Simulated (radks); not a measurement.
Excited configurations of the gadolinium ion Gd2+: one electron is placed in a higher orbital outside [Xe] 4f7. The ground configuration is [Xe] 4f7 5d1. All-electron calculation, scalar-relativistic Kohn-Sham, PBE, spin-polarised, spherical densities, point nucleus; open shells are filled with parallel spins first (spin-orbit coupling, left out, can overturn this in heavy ions). Program: a radial shooting solver on a logarithmic mesh with Libxc functionals. Excitation = E - E(ground); binding = E(ion) - E, where the ion is the core of charge +3; n* = 3/sqrt(2 binding) in atomic units, and the quantum defect is n - n*.

5f: excitation (eV) 12.256; binding (eV) 8.104; n* 3.887; quantum defect 1.113; <r> (bohr) 5.618
6s: excitation (eV) 0.619; binding (eV) 19.741; n* 2.491; quantum defect 3.509; <r> (bohr) 3.293
6p: excitation (eV) 5.218; binding (eV) 15.142; n* 2.844; quantum defect 3.156; <r> (bohr) 3.971
6d: excitation (eV) 10.541; binding (eV) 9.819; n* 3.531; quantum defect 2.469; <r> (bohr) 5.583
6f: excitation (eV) 14.909; binding (eV) 5.451; n* 4.740; quantum defect 1.260; <r> (bohr) 9.612
7s: excitation (eV) 10.120; binding (eV) 10.240; n* 3.458; quantum defect 3.542; <r> (bohr) 6.263
7p: excitation (eV) 11.866; binding (eV) 8.494; n* 3.797; quantum defect 3.203; <r> (bohr) 7.256
7d: excitation (eV) 14.274; binding (eV) 6.086; n* 4.485; quantum defect 2.515; <r> (bohr) 9.557
7f: excitation (eV) 16.507; binding (eV) 3.853; n* 5.637; quantum defect 1.363; <r> (bohr) 14.58

The Delta-SCF ionisation energy is 20.360 eV (NIST Atomic Spectra Database: 20.54 eV, semi-empirical). Self-interaction in the functional shifts the binding energies and quantum defects, so they are the method's values and not measured ones. Open shells are spherical and high-spin; term and fine-structure splittings are not resolved. Spin-orbit splitting is averaged out at the scalar-relativistic level.
